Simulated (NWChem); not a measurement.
System: CH3F3Si; SMILES FC(F)([SiH3])F

Computed with NWChem. Geometry: optimised at PBE0/def2-SVP. Level: PBE0/def2-SVP with SMD (1 M gas to 1 M solution), gas-phase geometry. Reactions with the solvent are ignored.

For solvent toluene:

```yaml
solvation free energy (kcal/mol): -0.3
cavity-dispersion-structure term (kcal/mol): 0.7
dipole in solution (D): 2.14
```

Q: How do the values read with solvent water instead?

A: 
- solvation free energy (kcal/mol) = 2.6
- cavity-dispersion-structure term (kcal/mol) = 4.3
- dipole in solution (D) = 2.31
